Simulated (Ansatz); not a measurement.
CH4AlO (SMILES [CH3][Al+][OH]), charge +1, singlet, geometry from GFN2-xTB (such geometries of metal compounds can be far from the true shape). Base run: SVWN5/6-31G* (Ansatz, an electronic-structure program).

Ansatz was given this input:
Ansatz 0.2 input:
```yaml
crystal:
  periodic: [false, false, false]
  atoms:
    - {symbol: Al, position_ang: [0.01378599, -0.08771531, 0.05941353]}
    - {symbol: C, position_ang: [-0.23964694, 1.52478693, -1.03280691]}
    - {symbol: H, position_ang: [-0.97632662, 2.17684818, -0.54640708]}
    - {symbol: H, position_ang: [-0.60085771, 1.23286648, -2.02717849]}
    - {symbol: H, position_ang: [0.71891160, 2.05116469, -1.12531413]}
    - {symbol: O, position_ang: [0.22145958, -1.40906733, 0.95442481]}
    - {symbol: H, position_ang: [0.34525979, -2.19676333, 1.48796681]}
basis:
  gaussian:
    orbitals: 6-31G*
hamiltonian:
  xc: {name: SVWN5}
total_charge: 1
```

Each row names what was changed in the base input (with any setting that the change needs).

| change | ΔE vs base (mEh) |
|---|---|
| base | 0.000 |
| lower_state_search = full | 0.000 |
| final_grid = 4, 8, 17 | -0.015 |
| fitting.mean_field = cc-pVTZ-JKFIT | -0.028 |
| forces = on | 0.000 |
| accuracy = high | 0.001 |
| point_charge = charge:-1.0 position_ang:6.1458, 0.877, -0.7577 | -83.180 |
| lower_state_search = light | 0.000 |
| final_grid = 6, 12, 29 | -0.001 |
| fitting.mean_field = def2-universal-JKFIT | -0.057 |
| nuclear_model = gaussian | [?] |

### Question
Fill in the missing entries.

### Answer

- nuclear_model = gaussian, ΔE vs base (mEh): 0.136
